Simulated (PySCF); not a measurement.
## How methods differ on the excitation energy of Ar⁺

Ar⁺ [Ne] 3s2 3p5 (2P) → Ar⁺ [Ne] 3s1 3p5 3d1 (high-spin determinant), as a difference of total energies. Computed with PySCF 2.14 in aug-cc-pVDZ-DK, with the spin-free X2C one-electron Hamiltonian (Gaussian nucleus). Correlated levels: valence: [Ne] frozen. The calculations carry no spin-orbit coupling.

```csv
method,excitation energy (eV)
UHF,35.679
LDA,33.978
PBE,33.745
PBE0,34.410
r2SCAN,34.342
r2SCANh,34.506
B3LYP,34.436
HSE06,34.421
M06-2X,34.737
MP2 (valence),35.296
SCS-MP2 (valence),35.084
```

Problem. How much does correlation contribute at MP2 (valence)?

Solution. 35.296 − (35.679) = -0.383 eV, measured against UHF.

The upper state lies above the first ionisation limit, where it may autoionise and the basis confines it.

The promoted electron is Rydberg-like, and one or two diffuse shells describe it only roughly, which tends to raise the upper state.

The determinant of the upper state mixes LS terms, which raises its energy above the lowest term, most at the Hartree-Fock and MP2 levels.
